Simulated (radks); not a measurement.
The numbers below are computed, except where a source is named.
Question: Ionisation of neutral magnesium, [Ne] 3s2, to Mg+, [Ne] 3s1, under several functionals. Dirac Kohn-Sham, spin-unpolarised, spherical densities, finite nucleus; a radial shooting solver on a logarithmic mesh with Libxc functionals. The NIST Atomic Spectra Database gives 7.646 eV (measured). Rank these functionals by the error of their Delta-SCF ionisation energy: PBEsol; BLYP; exchange-only B88; SOGGA; BP86; OLYP.

Answer: From best to worst: OLYP 7.706 eV (+0.060); SOGGA 7.829 eV (+0.183); BLYP 7.894 eV (+0.248); PBEsol 7.921 eV (+0.274); exchange-only B88 7.324 eV (-0.322); BP86 8.085 eV (+0.439). Spin polarisation and multiplet splitting are left out, so open shells lie too high by an amount that depends on their filling.

Beside tabulated values, note that spin-unpolarised runs miss the spin-polarisation part of the exchange energy of open shells.
